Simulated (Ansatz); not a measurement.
This geometry of CH5ClFSi (9 atoms, charge -1, multiplicity 1) is a first-order saddle point.

Theory: UKS LDA/6-31G* in Ansatz.

```xyz
9
Properties=species:S:1:pos:R:3
Cl -2.310 -1.249 0.695
C -0.221 -0.087 0.851
Si 0.387 0.176 -0.871
F 1.305 0.763 0.902
H -0.820 0.658 1.378
H 0.074 -0.954 1.446
H 0.438 1.629 -1.282
H 1.689 -0.523 -1.191
H -0.542 -0.413 -1.929
```

Which two structures does it join? (They come from a converged band through this point; their orientation in space is the band's.)

Bonds broken: Cl1–C2, Si3–F4. Bonds formed: C2–F4.

First end point:

```xyz
9
Properties=species:S:1:pos:R:3
Cl -2.125 -1.197 0.547
C -0.580 -0.286 0.838
Si 0.512 0.258 -0.671
F 1.493 0.869 0.605
H -0.857 0.611 1.419
H 0.029 -0.918 1.507
H 0.400 1.644 -1.325
H 1.645 -0.627 -1.211
H -0.516 -0.354 -1.711
```

Last end point:

```xyz
9
Properties=species:S:1:pos:R:3
Cl -1.547 -1.823 0.003
C 0.095 0.330 1.005
Si 0.123 -0.040 -0.864
F 0.933 1.369 1.404
H -0.951 0.555 1.299
H 0.364 -0.601 1.545
H 1.130 1.072 -1.281
H 0.886 -1.234 -1.376
H -1.035 0.373 -1.736
```

How far does it lie above each of them?

85.6 kJ/mol above the first and 93.4 kJ/mol above the second. This is the barrier of this one path; another mechanism may lie lower. The orbitals stay closed-shell, which can raise the energy where a bond breaks towards radicals; this wasn't checked here. Limits of this set-up: an anion without diffuse functions, the dipole of an ion depends on the origin.

Time of the run: 3.8 min on 2 threads of Arm Neoverse N1 (shared host), peak memory 0.13 GiB.
